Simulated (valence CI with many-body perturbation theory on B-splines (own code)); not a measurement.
## Tc38+: electric-dipole lines

Calculated by configuration interaction combined with many-body perturbation theory (CI+MBPT): three valence electrons over a frozen Dirac-Fock core [He], radial functions for each j: 11 s, 11 p, 10 d, 8 f, 5 g, 2 h, with the one-electron correlation potential Σ1, the two-electron term Σ2, the three-electron term Σ3, Breit, model QED; selected CI, second order for the rest, scaled by the run's own slope (own B-spline code, finite nucleus).

The last digits are not significant, and no measured levels were compared; by estimate large intervals hold to a few tenths of a per cent, small ones and those within an open d or f shell to about a per cent.

Lines 101 to 150 of 563 in falling wavelength, among levels below 4536.4 eV, chosen from the strongest by gf and those to the six lowest levels. Wavelengths and rates use the calculated energies. Electric multipoles are in the length gauge, E1 and E2 with the static RPA response of the core. Weak lines are less certain than strong ones. Lines between different terms over intervals too small for the method are left out, as are lines whose strength nearly cancels. The highest levels of a list are the least certain.

Levels are named by their leading jj configuration (3d3/2^4 stands for four electrons in 3d with j = 3/2), which in mixed levels can hold well under half, so a name can repeat and another be missing. Letters in brackets count levels of one name in rising energy.

```csv
λ vac (nm),Upper,Lower,A (s⁻¹),log gf,Branch %
11.68,(2s 2p1/2 2p3/2) J=5/2,(2s^2 2p3/2) J=3/2,2.09e+09,-1.59,100.0
9.597,(2p1/2^2 2p3/2) J=3/2,(2s 2p1/2 2p3/2) J=3/2 [b],5.05e+09,-1.55,3.3
9.455,(2p1/2^2 4f7/2) J=7/2,(2s 2p1/2 4f7/2) J=9/2,1.17e+10,-0.90,0.0
9.307,(2p1/2^2 4d5/2) J=5/2,(2s 2p1/2 4d5/2) J=7/2,1.49e+10,-0.94,0.0
7.350,(2p1/2^2 2p3/2) J=3/2,(2s 2p1/2 2p3/2) J=5/2,3.19e+10,-0.99,21.1
6.435,(2p1/2^2 2p3/2) J=3/2,(2s 2p1/2 2p3/2) J=3/2 [a],1.35e+10,-1.47,8.9
5.714,(2p3/2^2 3d5/2) J=9/2,(2s 2p3/2 3d5/2) J=7/2 [b],4.72e+10,-0.64,11.4
5.609,(2p3/2^2 3p3/2) J=7/2,(2s 2p3/2 3p3/2) J=5/2 [b],5.94e+10,-0.65,0.1
5.504,(2p3/2^2 3p1/2) J=5/2,(2s 2p3/2 3p1/2) J=3/2 [b],6.10e+10,-0.78,0.1
5.496,(2p3/2^2 3s) J=5/2,(2s 2p3/2 3s) J=3/2 [b],5.01e+10,-0.87,0.1
5.483,(2p3/2^2 3d3/2) J=7/2,(2s 2p3/2 3d3/2) J=5/2 [b],4.06e+10,-0.83,0.0
5.309,(2s 2p3/2^2) J=5/2,(2s^2 2p3/2) J=3/2,3.20e+10,-1.09,99.9
5.176,(2p1/2 2p3/2^2) J=3/2,(2s 2p1/2 2p3/2) J=3/2 [b],1.83e+10,-1.53,7.7
4.887,(2p3/2^3) J=3/2,(2s 2p3/2^2) J=3/2,2.07e+11,-0.53,59.9
4.855,(2p1/2 2p3/2^2) J=5/2,(2s 2p1/2 2p3/2) J=3/2 [b],7.20e+10,-0.82,38.2
4.841,(2p1/2 2p3/2 3d5/2) J=9/2,(2s 2p1/2 3d5/2) J=7/2,5.31e+10,-0.73,15.5
4.823,(2p3/2^2 3d5/2) J=5/2 [b],(2s 2p3/2 3d5/2) J=5/2 [b],6.10e+10,-0.89,0.0
4.815,(2p1/2 2p3/2 3p3/2) J=7/2,(2s 2p1/2 3p3/2) J=5/2,7.07e+10,-0.71,0.2
4.795,(2p1/2 2p3/2 3p3/2) J=5/2 [a],(2s 2p1/2 3p3/2) J=3/2 [a],6.73e+10,-0.86,0.1
4.780,(2p3/2^2 3p3/2) J=5/2,(2s 2p3/2 3p3/2) J=5/2 [a],6.80e+10,-0.85,0.1
4.742,(2s 2p3/2 3d5/2) J=7/2 [b],(2s^2 3d5/2) J=5/2,1.06e+11,-0.54,0.1
4.742,(2p1/2 2p3/2 3d5/2) J=7/2 [a],(2s 2p1/2 3d3/2) J=5/2,4.41e+10,-0.92,1.0
4.696,(2p3/2^2 3s) J=1/2,(2s 2p3/2 3s) J=3/2 [b],1.84e+11,-0.92,1.2
4.696,(2s 2p3/2 4d5/2) J=7/2 [b],(2s^2 4d5/2) J=5/2,1.18e+11,-0.51,0.3
4.687,(2s 2p3/2 4p3/2) J=5/2 [b],(2s^2 4p3/2) J=3/2,1.37e+11,-0.57,0.6
4.682,(2s 2p3/2 3p3/2) J=5/2 [b],(2s^2 3p3/2) J=3/2,1.16e+11,-0.64,0.7
4.673,(2p3/2^2 3d5/2) J=5/2 [b],(2s 2p3/2 3d5/2) J=7/2 [b],1.10e+11,-0.67,0.1
4.668,(2s 2p3/2 4d3/2) J=3/2 [b],(2s^2 4d3/2) J=3/2,1.44e+11,-0.72,0.2
4.663,(2s 2p3/2 4d3/2) J=5/2 [b],(2s^2 4d3/2) J=3/2,1.16e+11,-0.64,0.2
4.657,(2s 2p3/2 4d5/2) J=5/2 [b],(2s^2 4d5/2) J=5/2,1.43e+11,-0.55,0.2
4.656,(2s 2p3/2 3d3/2) J=5/2 [b],(2s^2 3d3/2) J=3/2,1.04e+11,-0.69,0.1
4.655,(2s 2p3/2 4s) J=3/2 [b],(2s^2 4s) J=1/2,1.00e+11,-0.88,0.3
4.652,(2s 2p3/2 4p1/2) J=3/2 [b],(2s^2 4p1/2) J=1/2,1.39e+11,-0.74,0.7
4.647,(2s 2p3/2 4p3/2) J=3/2 [b],(2s^2 4p3/2) J=3/2,1.46e+11,-0.72,0.8
4.634,(2p3/2^2 3d3/2) J=3/2 [b],(2s 2p3/2 3d3/2) J=5/2 [b],1.11e+11,-0.85,0.1
4.632,(2p3/2^2 3p3/2) J=3/2 [b],(2s 2p3/2 3p3/2) J=5/2 [b],1.06e+11,-0.86,0.2
4.632,(2s 2p3/2 4d5/2) J=3/2 [b],(2s^2 4d5/2) J=5/2,1.64e+11,-0.68,0.2
4.620,(2s 2p3/2 3d3/2) J=3/2 [b],(2s^2 3d3/2) J=3/2,1.06e+11,-0.87,0.1
4.608,(2p1/2 2p3/2 3s) J=5/2,(2s 2p1/2 3s) J=3/2,7.34e+10,-0.85,0.5
4.597,(2s 2p3/2 3d5/2) J=5/2 [b],(2s^2 3d5/2) J=5/2,1.10e+11,-0.68,0.1
4.582,(2s 2p3/2 3p1/2) J=3/2 [b],(2s^2 3p1/2) J=1/2,1.35e+11,-0.77,0.8
4.568,(2s 2p3/2 3s) J=3/2 [b],(2s^2 3s) J=1/2,1.46e+11,-0.74,0.9
4.536,(2s 2p3/2 3d5/2) J=3/2 [b],(2s^2 3d5/2) J=5/2,1.70e+11,-0.68,0.1
4.513,(2p3/2^2 3p3/2) J=7/2,(2s 2p3/2 3p3/2) J=7/2,8.34e+10,-0.69,0.2
4.505,(2p3/2^2 3p1/2) J=5/2,(2s 2p3/2 3p1/2) J=5/2,8.86e+10,-0.79,0.1
4.497,(2p3/2^2 3d5/2) J=9/2,(2s 2p3/2 3d5/2) J=9/2,7.59e+10,-0.64,18.3
4.458,(2s 2p1/2 2p3/2) J=3/2 [b],(2s^2 2p1/2) J=1/2,1.35e+11,-0.79,98.3
4.444,(2p1/2 2p3/2^2) J=3/2,(2s 2p1/2 2p3/2) J=5/2,1.67e+10,-1.70,7.1
4.383,(2s 2p1/2 2p3/2) J=1/2,(2s^2 2p1/2) J=1/2,2.12e+11,-0.91,98.0
4.347,(2p1/2 2p3/2^2) J=1/2,(2s 2p1/2 2p3/2) J=3/2 [b],2.06e+11,-0.93,69.6
```
